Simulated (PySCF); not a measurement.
A geometry optimisation, step by step.

Species: TiF4 (singlet state).
Atom-mapped SMILES: `[F:1][Ti:2]([F:3])([F:4])[F:5]`

Computed by this run: PBE0-D3(BJ)/def2-TZVP geometry optimisation, gas phase in PySCF 2.14.0; density fitting, grid level 2; the optimiser is geomeTRIC in internal coordinates, started from a GFN2-xTB structure with every atom displaced at random (about 0.01 Å). The frame can shift and turn from step to step; on so coarse a grid that alone can change the energy by a few meV, and forces under 0.02 eV/Å are noise.

Step 0: E = -33979.6454 eV, largest atomic force 2.553 eV/Å
```
atom  x, y, z in Å  |  force x, y, z in eV/Å
F1     -1.084   -0.781    1.034   -1.483  -0.959   1.343
Ti2    -0.004   -0.004   -0.006    0.166  -0.713  -0.278
F3      1.193    0.742    0.906    1.830   1.102   1.377
F4     -0.766    1.170   -0.934   -1.248   1.754  -1.373
F5      0.695   -1.160   -1.037    0.735  -1.183  -1.068
```

Step 1: E = -33979.6997 eV, largest atomic force 1.812 eV/Å
```
atom  x, y, z in Å  |  force x, y, z in eV/Å
F1     -1.082   -0.904    1.045    1.032   0.737  -1.021
Ti2     0.077   -0.094   -0.054    0.009   0.452   0.155
F3      1.358    0.701    0.923   -1.256  -0.821  -0.973
F4     -0.753    1.165   -1.032    0.792  -1.296   0.988
F5      0.810   -1.296   -1.140   -0.578   0.928   0.851
```

Step 2: E = -33979.8771 eV, largest atomic force 0.330 eV/Å
```
atom  x, y, z in Å  |  force x, y, z in eV/Å
F1     -1.053   -0.880    1.016    0.110   0.092  -0.128
Ti2     0.079   -0.090   -0.052   -0.013   0.295   0.100
F3      1.331    0.678    0.897   -0.208  -0.155  -0.171
F4     -0.738    1.131   -1.003    0.124  -0.245   0.184
F5      0.791   -1.267   -1.116   -0.012   0.014   0.015
```

Step 3: E = -33979.8810 eV, largest atomic force 0.061 eV/Å
```
atom  x, y, z in Å  |  force x, y, z in eV/Å
F1     -1.049   -0.873    1.012   -0.036  -0.013   0.024
Ti2     0.080   -0.086   -0.051    0.010   0.040   0.007
F3      1.330    0.671    0.891    0.028   0.004   0.012
F4     -0.739    1.124   -0.994   -0.026   0.010  -0.004
F5      0.787   -1.264   -1.116    0.024  -0.041  -0.039
```

Step 4: E = -33979.8812 eV, largest atomic force under 0.02 eV/Å
```
atom  x, y, z in Å  |  force x, y, z in eV/Å
F1     -1.049   -0.872    1.013   -0.008   0.002   0.004
Ti2     0.081   -0.086   -0.051    0.007   0.005  -0.001
F3      1.334    0.669    0.889    0.011  -0.003   0.000
F4     -0.742    1.125   -0.991   -0.012   0.001   0.004
F5      0.786   -1.264   -1.119    0.002  -0.004  -0.007
```

Question: Summarise the path.

Answer: The energy falls by 0.2358 eV from step 0 to step 4; nine tenths of that is first reached at step 2. It falls at every step. The largest force goes from 2.553 to under 0.02 eV/Å. Among the bonds Ti2–F3 changes most (a near tie, within 0.001 Å, with another), from 1.679 to 1.739 Å; the atoms move by 0.051 Å rms after alignment.

What follows is the cost of the whole optimisation. Time: 15 s wall, 47 s CPU; peak memory 0.81 GiB. Hardware: an AMD EPYC 9R45 with 2 threads, no GPU (shared host).
